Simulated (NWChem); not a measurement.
Program: NWChem. System: CH₃FSn, charge 0, spin multiplicity 1, at a geometry optimised with PBE/def2-SVP with def2 effective core potentials on Sn. The structure started from a generated list of species. Level: MP2/def2-TZVP with def2 effective core potentials on Sn, 6 core orbitals frozen.

Input file:

```
start mol
memory heap 200 mb stack 800 mb global 1000 mb
geometry units angstroms nocenter noautoz
  Sn     0.364313     0.145123     0.000000
  F     -1.348378     1.153834     0.000000
  C     -0.619786    -1.845609     0.000000
  H     -0.321235    -2.430597    -0.896450
  H     -1.719050    -1.705818     0.000000
  H     -0.321235    -2.430597     0.896450
  symmetry group Cs
end
basis spherical
  * library def2-tzvp
end
ecp
  Sn library def2-ecp
end
scf
  rhf
  nopen 0
  maxiter 100
  thresh 1e-7
  semidirect memsize 60000000 filesize 0
end
mp2
  freeze core 6
end
task mp2 energy
```

NWChem printed:

```
             Northwest Computational Chemistry Package (NWChem) 7.3.0
             --------------------------------------------------------

                                NWChem Input Module
                                -------------------

 Scaling coordinates for geometry "geometry" by  1.889725989
 (inverse scale =  0.529177249)

 Turning off AUTOSYM since
 SYMMETRY directive was detected!

                             Geometry "geometry" -> ""
                             -------------------------

 Output coordinates in angstroms (scale by  1.889725989 to convert to a.u.)

  No.       Tag          Charge          X              Y              Z
 ---- ---------------- ---------- -------------- -------------- --------------
    1 Sn                  50.0000     0.36431300     0.14512300     0.00000000
    2 F                    9.0000    -1.34837800     1.15383400     0.00000000
    3 C                    6.0000    -0.61978600    -1.84560900     0.00000000
    4 H                    1.0000    -0.32123500    -2.43059700    -0.89645000
    5 H                    1.0000    -1.71905000    -1.70581800     0.00000000
    6 H                    1.0000    -0.32123500    -2.43059700     0.89645000

 Effective nuclear repulsion energy (a.u.)     242.4560696654

            Nuclear Dipole moment (a.u.)
            ----------------------------
        X                 Y               Z
 ---------------- ---------------- ----------------
     0.0000226767    -0.0000188973     0.0000000000

      Symmetry information
      --------------------

 Group name             Cs
 Group number              2
 Group order               2
 No. of unique centers     5

      Symmetry unique atoms

     1    2    3    4    5


 Summary of "ao basis" -> "" (spherical)
 ------------------------------------------------------------------------------
       Tag                 Description            Shells   Functions and Types
 ---------------- ------------------------------  ------  ---------------------
 *                         def2-tzvp                  on all atoms

 Summary of "ao basis" -> "ao basis" (spherical)
 ------------------------------------------------------------------------------
       Tag                 Description            Shells   Functions and Types
 ---------------- ------------------------------  ------  ---------------------
 Sn                        def2-tzvp                16       50   6s5p3d2f
 F                         def2-tzvp                11       31   5s3p2d1f
 C                         def2-tzvp                11       31   5s3p2d1f
 H                         def2-tzvp                 4        6   3s1p

                                 NWChem SCF Module
                                 -----------------

  ao basis        = "ao basis"
  functions       =   130
  atoms           =     6
  closed shells   =    20
  open shells     =     0
  charge          =   0.00
  wavefunction    = RHF
  use symmetry    = T
  symmetry adapt  = T

 Summary of "ao basis" -> "ao basis" (spherical)
 ------------------------------------------------------------------------------
       Tag                 Description            Shells   Functions and Types
 ---------------- ------------------------------  ------  ---------------------
 Sn                        def2-tzvp                16       50   6s5p3d2f
 F                         def2-tzvp                11       31   5s3p2d1f
 C                         def2-tzvp                11       31   5s3p2d1f
 H                         def2-tzvp                 4        6   3s1p

      Symmetry analysis of basis
      --------------------------

        a'         86
        a"         44

 Forming initial guess at       0.1s

      Superposition of Atomic Density Guess
      -------------------------------------

 Sum of atomic energies:        -387.70093787

      Non-variational initial energy
      ------------------------------

 Total energy =    -352.339386
 1-e energy   =    -804.959499
 2-e energy   =     333.142369
 HOMO         =      -0.242695
 LUMO         =      -0.057232

      Symmetry analysis of molecular orbitals - initial
      -------------------------------------------------

  Numbering of irreducible representations:

     1 a'          2 a"

  Orbital symmetries:

     1 a'          2 a'          3 a'          4 a'          5 a'
     6 a"          7 a'          8 a'          9 a'         10 a"
    11 a"         12 a'         13 a'         14 a'         15 a'
    16 a"         17 a'         18 a"         19 a'         20 a'
    21 a"         22 a'         23 a'         24 a'         25 a"
    26 a'         27 a"         28 a'         29 a'         30 a'

 Starting SCF solution at       3.2s

 ----------------------------------------------
         Quadratically convergent ROHF

 Convergence threshold     :          1.000E-07
 Maximum no. of iterations :          100
 Final Fock-matrix accuracy:          1.000E-09
 ----------------------------------------------

              iter       energy          gnorm     gmax       time
             ----- ------------------- --------- --------- --------
                 1     -352.4106951530  1.16D+00  2.97D-01      3.4
                 2     -352.4825370306  3.17D-01  8.40D-02      3.8
                 3     -352.4918420710  2.84D-02  6.55D-03      4.3
                 4     -352.4919668180  3.41D-04  8.55D-05      5.2
                 5     -352.4919668420  4.46D-08  7.97D-09      6.9

       Final RHF  results
       ------------------

         Total SCF energy =   -352.491966842041
      One-electron energy =   -807.498520571275
      Two-electron energy =    335.528810157734
 Nuclear repulsion energy =    119.477743571500

        Time for solution =      3.7s

       Symmetry analysis of molecular orbitals - final
       -----------------------------------------------

  Numbering of irreducible representations:

     1 a'          2 a"

  Orbital symmetries:

     1 a'          2 a'          3 a'          4 a"          5 a'
     6 a'          7 a'          8 a"          9 a'         10 a"
    11 a'         12 a'         13 a'         14 a'         15 a'
    16 a"         17 a"         18 a'         19 a'         20 a'
    21 a"         22 a'         23 a'         24 a'         25 a"
    26 a'         27 a"         28 a'         29 a'         30 a'

             Final eigenvalues
             -----------------

              1
    1  -26.2055
    2  -11.2171
    3   -5.8773
    4   -4.0715
    5   -4.0636
    6   -4.0584
    7   -1.4864
    8   -1.3363
    9   -1.3358
   10   -1.3297
   11   -1.3217
   12   -1.3183
   13   -0.9185
   14   -0.6366
   15   -0.5750
   16   -0.5653
   17   -0.5445
   18   -0.5436
   19   -0.4853
   20   -0.3300
   21    0.0024
   22    0.0700
   23    0.1006
   24    0.1664
   25    0.1690
   26    0.2109
   27    0.2329
   28    0.2451
   29    0.2732
   30    0.2944

                       ROHF Final Molecular Orbital Analysis
                       -------------------------------------

 Vector   18  Occ=2.000000D+00  E=-5.436265D-01  Symmetry=a'
              MO Center= -9.5D-01, -1.5D+00,  2.3D-11, r^2= 2.2D+00
   Bfn.  Coefficient  Atom+Function         Bfn.  Coefficient  Atom+Function
  ----- ------------  ---------------      ----- ------------  ---------------
    87      0.266215  3 C  px                90      0.238818  3 C  px
   120     -0.236044  5 H  s                119     -0.158326  5 H  s

 Vector   19  Occ=2.000000D+00  E=-4.853113D-01  Symmetry=a'
              MO Center= -2.4D-01, -3.7D-01, -6.7D-13, r^2= 3.2D+00
   Bfn.  Coefficient  Atom+Function         Bfn.  Coefficient  Atom+Function
  ----- ------------  ---------------      ----- ------------  ---------------
     5      0.411500  1 Sn s                  2      0.328081  1 Sn s
     6      0.307116  1 Sn s                  3     -0.258502  1 Sn s
     1     -0.207067  1 Sn s                  4     -0.203179  1 Sn s
    56     -0.196524  2 F  px                91      0.190791  3 C  py
    88      0.187233  3 C  py                59     -0.177831  2 F  px

 Vector   20  Occ=2.000000D+00  E=-3.299503D-01  Symmetry=a'
              MO Center=  3.6D-01, -2.5D-01,  1.4D-13, r^2= 3.5D+00
   Bfn.  Coefficient  Atom+Function         Bfn.  Coefficient  Atom+Function
  ----- ------------  ---------------      ----- ------------  ---------------
     6      0.452643  1 Sn s                  5      0.312885  1 Sn s
     2      0.253065  1 Sn s                 16      0.228930  1 Sn px
    91     -0.211984  3 C  py                86     -0.209434  3 C  s
     3     -0.203134  1 Sn s                 10     -0.195980  1 Sn px
    88     -0.194054  3 C  py                17      0.173994  1 Sn py

 Vector   21  Occ=0.000000D+00  E= 2.427309D-03  Symmetry=a"
              MO Center=  5.0D-01,  1.6D-01, -4.8D-13, r^2= 4.9D+00
   Bfn.  Coefficient  Atom+Function         Bfn.  Coefficient  Atom+Function
  ----- ------------  ---------------      ----- ------------  ---------------
    21      0.652413  1 Sn pz                18      0.353970  1 Sn pz
    12     -0.280015  1 Sn pz                15      0.231736  1 Sn pz

 Vector   22  Occ=0.000000D+00  E= 7.004806D-02  Symmetry=a'
              MO Center=  8.2D-01,  1.3D-01,  1.2D-12, r^2= 7.3D+00
   Bfn.  Coefficient  Atom+Function         Bfn.  Coefficient  Atom+Function
  ----- ------------  ---------------      ----- ------------  ---------------
    86      1.195298  3 C  s                 20      1.016994  1 Sn py
     6     -0.579110  1 Sn s                 19     -0.532363  1 Sn px
   121     -0.321179  5 H  s                 16      0.238632  1 Sn px
     5      0.227831  1 Sn s                 94      0.182815  3 C  py
    34      0.162352  1 Sn d  0

 Vector   23  Occ=0.000000D+00  E= 1.005908D-01  Symmetry=a'
              MO Center=  5.3D-01,  5.4D-02,  2.1D-13, r^2= 1.0D+01
   Bfn.  Coefficient  Atom+Function         Bfn.  Coefficient  Atom+Function
  ----- ------------  ---------------      ----- ------------  ---------------
    86      2.755304  3 C  s                  6     -1.443142  1 Sn s
    19      1.182793  1 Sn px                20      0.949747  1 Sn py
   115     -0.565771  4 H  s                127     -0.565771  6 H  s
    94      0.523371  3 C  py                17      0.424904  1 Sn py
    93      0.331241  3 C  px                85     -0.254114  3 C  s

 center of mass
 --------------
 x =   0.09352254 y =   0.12768970 z =   0.00000000

 moments of inertia (a.u.)
 ------------------
         301.463453221747          19.914455337628           0.000000000000
          19.914455337628         211.526350569689           0.000000000000
           0.000000000000           0.000000000000         501.420827443017

  Mulliken analysis of the total density
  --------------------------------------

    Atom       Charge   Shell Charges
 -----------   ------   -------------------------------------------------------
    1 Sn  22    21.09   0.28 -0.77  1.53  0.95  1.03  0.79 -0.40  6.35  0.47  0.58  0.09  8.97  1.05  0.11  0.05  0.00
    2 F    9     9.63   0.77  1.20  0.59  1.00  0.40  2.22  2.27  1.16  0.00  0.00  0.00
    3 C    6     6.66   0.85  1.12  0.46  0.73  0.11  1.21  1.56  0.57  0.01  0.03  0.00
    4 H    1     0.88   0.26  0.48  0.12  0.02
    5 H    1     0.85   0.26  0.47  0.10  0.02
    6 H    1     0.88   0.26  0.48  0.12  0.02

       Multipole analysis of the density wrt the origin
       ------------------------------------------------

     L   x y z        total         open         nuclear
     -   - - -        -----         ----         -------
     0   0 0 0     -0.000000      0.000000     40.000000

     1   1 0 0      1.031891      0.000000    -19.276626
     1   0 1 0     -0.735867      0.000000     -7.678815
     1   0 0 1     -0.000000      0.000000      0.000000

     2   2 0 0    -31.187638      0.000000     88.381560
     2   1 1 0      1.392820      0.000000     -5.291701
     2   1 0 1      0.000000      0.000000      0.000000
     2   0 2 0    -30.269681      0.000000    170.012606
     2   0 1 1     -0.000000      0.000000      0.000000
     2   0 0 2    -24.088540      0.000000      5.739576

                   NWChem MP2 Semi-direct Energy/Gradient Module
                   ---------------------------------------------

  Basis functions       =    130
  Molecular orbitals    =    130
  Frozen core           =      6
  Frozen virtuals       =      0
  Active alpha occupied =     14
  Active beta occupied  =     14
  Active alpha virtual  =    110
  Active beta virtual   =    110
  Use MO symmetry       = T
  Use skeleton AO sym   = T

  AO/Fock/Back tols     =   1.0D-09  1.0D-09  1.0D-09

 GA uses MA = F    GA memory limited = T

 Available:
  local mem=  1.15D+08
 global mem=  1.31D+08
 local disk=  0.00D+00
  mp2_memr nvloc                   110
  nvloc new                   110
   1 passes of  14:        5242880                     111445                  43116002.
   1 passes of  14: M    114669670           G      131038200           F     109426790.

 Semi-direct pass number   1 of   1  for RHF alpha+beta  at        7.1s
  vrange nnbf                  8229
  mp2_eaftype                   164  avail_ma_in_mb                   999
 EAF : mp2_eaftype filesize         164   21558001.
  mp2_eaf for mointskh                    164
Node 0 wrote    101.4 Mb in      0.1 s     Agg I/O rate:  2002.3 Mb/s
 Done moints_semi at       17.7s
  mp2_eaftype                   164  avail_ma_in_mb                   835
 EAF : mp2_eaftype filesize         164   21558001.
  mp2_eaf for kh                   164
 Done maket at       18.4s
 Done multipass loop at       18.4s

          -------------------------------------------
          SCF energy                -352.491966842041
          Correlation energy          -0.732984011753
          Singlet pairs               -0.420163780272
          Triplet pairs               -0.312820231481
          Total MP2 energy          -353.224950853794
          -------------------------------------------

          ---------------------------------------------------
                    Spin Component Scaled (SCS) MP2
          Same spin pairs                     -0.208546820988
          Same spin scaling factor             0.333333333333
          Opposite spin pairs                 -0.524437190765
          Opposite spin scaling fact.          1.200000000000
          SCS-MP2 correlation energy          -0.698840235914
          Total SCS-MP2 energy              -353.190807077955
          ---------------------------------------------------

 -----------------------
 Performance information
 -----------------------

 Timer overhead =  2.27D-07 seconds/call

               Nr. of calls         CPU time (s)                 Wall time (s)                GFlops
             ---------------    -------------------     ------------------------------   -------------------
Name         Min   Avg   Max    Min     Avg     Max     Min     Avg     Max   Mx/calls   Min     Max     Sum
mp2: moin     1     1     1    11.     11.     11.      11.     11.     11.     11.      0.0     0.0     0.0
mp2: make     1     1     1   0.73    0.73    0.73     0.73    0.73    0.73    0.73      0.0     0.0     0.0
mp2: tota     1     1     1    11.     11.     11.      11.     11.     11.     11.      0.0     0.0     0.0

 The average no. of pstat calls per process was 3.00D+00
 with a timing overhead of 6.82D-07s

 Task  times  cpu:       18.4s     wall:       18.4s

 Total times  cpu:       18.4s     wall:       18.4s
```
